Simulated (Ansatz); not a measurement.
An input meant for B(AsH3)H3 (BAsH₆) (charge 0, singlet).

```yaml
crystal:
  periodic: [false, false, false]
  atoms:
    - {symbol: B, position_ang: [-0.004221, 0.011007, -1.227214]}
    - {symbol: As, position_ang: [0.002872, -0.007413, 0.866532]}
    - {symbol: H, position_ang: [0.762350, 1.067633, 1.606016]}
    - {symbol: H, position_ang: [0.563897, -1.210412, 1.585820]}
    - {symbol: H, position_ang: [-1.309836, 0.100259, 1.604495]}
    - {symbol: H, position_ang: [1.166046, -0.081249, -1.483273]}
    - {symbol: H, position_ang: [-0.509138, 1.074336, -1.467958]}
    - {symbol: H, position_ang: [-0.671970, -0.954161, -1.484429]}
basis:
  gaussian: {orbitals: def2-SVPD}
total_charge: -1
magnetization: {spin_polarized: true, initial_magnetization: 2}
hamiltonian: {xc: {name: r2SCANh}, dispersion: d3bjatm}
scf: {omitted_lower_state_checks: [starts]}
output: {forces: true}
```

```sh
$ ansatz run in.yaml --threads 4 --pin off --events-out ev --progress --plain --max-ram 3916MiB
```

It prints (some lines left out):

```
Error: a molecule whose nuclei and cores have a total charge of 44 cannot have a net charge of -1 together with 2 unpaired electrons
```

Q: Something in this input is off. What?

A: The number of unpaired electrons doesn't fit the electron count. The program refused the input.
